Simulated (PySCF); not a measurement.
# BPd: one state, many levels of theory

State: ²Σ⁺ (doublet), unpaired electrons σ ↑. Set-up: basis B def2-TZVPP, Pd def2-TZVPP with ECP28; scalar-relativistic core potentials; PySCF 2.14. De refers to B + Pd (4d10) in their high-spin ground configurations, without counterpoise correction. The functionals are run spin-unrestricted. A positive dipole means B(−)Pd(+). Levels whose curve was spin-contaminated or gave no clean fit are not listed.

| Level | Re (Å) | ωe (cm⁻¹) | De (eV) | μ (D) |
| --- | --- | --- | --- | --- |
| PBE | 1.777 | 784 | 4.61 | 1.24 |
| PW91 | 1.776 | 785 | 4.63 | 1.21 |
| BLYP | 1.787 | 765 | 4.31 | 1.14 |
| r²SCAN | 1.764 | 800 | 4.61 | 1.39 |
| M06-L | 1.795 | 758 | 4.08 | 1.42 |
| PBE0 | 1.770 | 772 | 3.90 | 1.45 |
| M06-2X | 1.747 | 791 | 3.26 | 1.18 |
| CAM-B3LYP | 1.767 | 764 | 3.58 | 1.53 |

Q: What does a quarter of exact exchange do here, going from PBE to PBE0?

A: PBE0 less PBE: -0.7 pm in Re, -1.5 % in ωe, -0.71 eV in De. Exact exchange removes part of the self-interaction that spreads semilocal densities, and in most molecules shortens and stiffens the bond and lowers De; here ωe goes the other way.

Q: What does the step from GGA to meta-GGA do here, going from PBE to r²SCAN?

A: r²SCAN less PBE: -1.3 pm in Re, +2.0 % in ωe, +0.00 eV in De. 

The metal atom is held in its measured ground configuration; semilocal functionals can put another filling of s and d lower by some tenths of an eV, and De to that atom would be smaller. Spin–orbit coupling is left out, which matters for elements this heavy, above all for dissociation energies. With d or f electrons several states lie close, and the lowest PBE0 determinant need not be the measured ground state.
